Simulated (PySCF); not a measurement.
## Two-component Hartree-Fock for Ni²⁺ (nickel, charge +2)

Start: [Ar] 3d8; 3d3/2 filled at m_j = -1/2, +1/2, +3/2; 3d5/2 filled at m_j = -3/2, -1/2, +1/2, +3/2, +5/2. Calculated with PySCF 2.14 in x2c-SVPall-2c with one added diffuse shell each of s, d type (6s5p4d1f, 48 functions): generalised Hartree-Fock with the X2C-1e Hamiltonian and a Gaussian nucleus; one run each with spin-orbit coupling (SO) switched off, then screened by Boettger's factors. This is a chosen level, not necessarily the ground level.

| spinor shell | electrons | ε, spin-free (eV) | ε, screened SO (eV) | weight of nominal j (screened SO) | rms radius, screened SO (bohr) |
| --- | --- | --- | --- | --- | --- |
| 1s1/2 | 2 | -8419.6 | -8419.6 | 1.000 | 0.0625 |
| 2s1/2 | 2 | -1069.8 | -1069.8 | 1.000 | 0.265 |
| 2p1/2 | 2 | -919.51 | -931.94 | 0.999 | 0.236 |
| 2p3/2 | 4 | -919.51 | -913.38 | 0.999 | 0.239 |
| 3s1/2 | 2 | -155.49 | -155.47 | 1.000 | 0.796 |
| 3p1/2 | 2 | -109.46 | -113.30 | 0.807 | 0.845 |
| 3p3/2 | 4 | -109.46 | -107.54 | 0.904 | 0.851 |
| 3d5/2 | 5 | -38.416 | -38.777 | 0.621 | 1.08 |
| 3d3/2 | 3 | -38.416 | -37.822 | 0.642 | 1.09 |

```tsv
quantity	spin-free	screened SO
E (hartree)	-1517.98890	-1518.01866
M_J	4	4
⟨J²⟩	20.006	20.006
⟨L²⟩	12.003	12.010
⟨S²⟩	2.002	2.001
```

Each row is a mean over spinors that exchange with the open shell spreads, by up to 10.777 eV (3p3/2).

Rows whose weight is well below 1 are mixtures of j = l ± 1/2: exchange outweighs spin-orbit coupling there, and the label is only the starting occupation.

Without spin-orbit coupling the j labels of p, d and f shells carry no meaning; the spin-free column gives the mean over the occupied spinors of each nl shell.
